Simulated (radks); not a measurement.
Values are calculated unless marked as measured or tabulated.
Species: Ca2+. Configuration: [Ar]. Code: a radial shooting solver on a logarithmic mesh with Libxc functionals. Model: non-relativistic Kohn-Sham, r2SCAN, spin-polarised, spherical densities, point nucleus; meta-GGA in the generalised Kohn-Sham scheme.

Local quantities along the radius. ELF = 1/(1 + alpha^2) is the electron localisation function; alpha = (tau - tau_W)/tau_unif compares the Pauli kinetic energy density with that of the uniform gas (summed over spins); s = |grad rho|/(2 (3 pi^2)^(1/3) rho^(4/3)) is the reduced gradient; r v_xc is r times the local exchange-correlation potential of spin up (hartree bohr, multiplicative part alone); 4 pi r^2 rho is in e/bohr.

r (bohr)	ELF	alpha	s	r v_xc	4 pi r^2 rho
0.003212	1.000	0.01271	0.3864	-0.09399	0.6063
0.004115	1.000	0.01335	0.3910	-0.1107	0.9603
0.005274	1.000	0.01421	0.3969	-0.1316	1.506
0.006758	1.000	0.01539	0.4047	-0.1573	2.330
0.00866	1.000	0.01705	0.4148	-0.1889	3.546
0.0111	1.000	0.01946	0.4281	-0.2270	5.284
0.01422	0.999	0.02307	0.4456	-0.2721	7.661
0.01822	0.999	0.02870	0.4688	-0.3245	10.73
0.02335	0.999	0.03801	0.4999	-0.3835	14.37
0.02993	0.997	0.05448	0.5415	-0.4477	18.21
0.03835	0.993	0.08622	0.5971	-0.5151	21.51
0.04914	0.977	0.1536	0.6696	-0.5853	23.33
0.06298	0.912	0.3103	0.7545	-0.6570	22.94
0.0807	0.683	0.6815	0.8179	-0.6327	20.56
0.1034	0.350	1.362	0.7572	-0.5180	17.82
0.1325	0.258	1.697	0.5044	-0.6517	17.17
0.1698	0.439	1.131	0.3061	-0.7629	19.75
0.2176	0.721	0.6221	0.3251	-0.9495	23.55
0.2789	0.843	0.4309	0.4675	-1.006	24.21
0.3574	0.830	0.4523	0.6933	-1.041	19.29
0.4579	0.523	0.9552	0.9807	-0.7666	11.52
0.5868	0.112	2.819	0.8417	-0.6449	6.478
0.752	0.292	1.556	0.2361	-0.8179	6.343
0.9637	0.808	0.4870	0.3299	-1.085	7.721
1.235	0.888	0.3558	0.6128	-1.111	6.826
1.582	0.836	0.4429	1.032	-1.041	3.972
2.028	0.623	0.7780	1.828	-0.7879	1.469
2.599	0.209	1.945	3.698	-0.1782	0.3230
3.33	0.019	7.280	8.974	-0.1458	0.03822
4.267	0.001	43.65	27.68	-0.07463	0.002134

On this mesh the ELF has minima near r = 0.13, 0.59 bohr, which separate the shells, and maxima near 0.32 (0.85), 1.2 (0.89).

Self-consistent cycle (total energy in hartree, residual of the potential): 1: -675.908813, 3e+00; 2: -676.559475, 2e+00; 3: -676.879798, 3e-01; 4: -676.880619, 4e-02; 5: -676.880788, 2e-03; 6: -676.880789, 7e-04; 7: -676.880789, 5e-05; 8: -676.880789, 4e-06; 9: -676.880789, 3e-07.
